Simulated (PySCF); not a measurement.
A GIAO shielding run with PySCF 2.14.0 with density-fitted response routines (density fitting, non-relativistic, gas phase) on `C#C[C@@H]1CC[BH2-][N+]1(C)C`, C7H14BN:

```
$ OMP_NUM_THREADS=1 python probes_run.py task.json out

{"job": {"kind": "nmr", "xc": "PBE0", "basis": "pcSseg-1"}, "charge": 0, "multiplicity": 1}
C      2.754511     2.054875     0.036435
C      2.080260     1.067340     0.229108
C      1.278432    -0.129098     0.456734
C      1.657702    -1.354748    -0.388197
C      0.432157    -2.289607    -0.369902
B     -0.750599    -1.464971     0.392159
N     -0.188195     0.084017     0.237513
C     -0.472085     0.593972    -1.114189
C     -0.762190     0.989252     1.239033
H      3.362368     2.924792    -0.132543
H      1.355769    -0.407873     1.520210
H      1.920783    -1.023647    -1.405165
H      2.573237    -1.799070     0.030420
H      0.170655    -2.583984    -1.399085
H      0.659660    -3.223633     0.165085
H     -0.762810    -1.653921     1.607386
H     -1.876244    -1.484705    -0.091410
H     -0.121376    -0.125937    -1.861942
H     -1.558033     0.698323    -1.219939
H      0.021151     1.564794    -1.274123
H     -1.851229     1.012672     1.106491
H     -0.541505     0.599116     2.239808
H     -0.348474     2.003913     1.129325
```

Hardware: 1 thread of an Arm Neoverse N1, shared host. The job also computes population analyses, field gradients, ring-centre shieldings.

(1) How large is the calculation?

(2) How long does it take, and how much memory does it need?

(3) And these other runs on the same molecule and hardware: GIAO shielding at WP04/pcSseg-1?

Results:

(1) 68 electrons, 223 basis functions and 1141 auxiliary functions.

(2) 110 s of wall time, with 14 SCF cycles and 5 response iterations; peak memory 1.2 GiB. Times on a shared host scatter by some tens of per cent.

(3) WP04/pcSseg-1: 223 functions, 80 s.
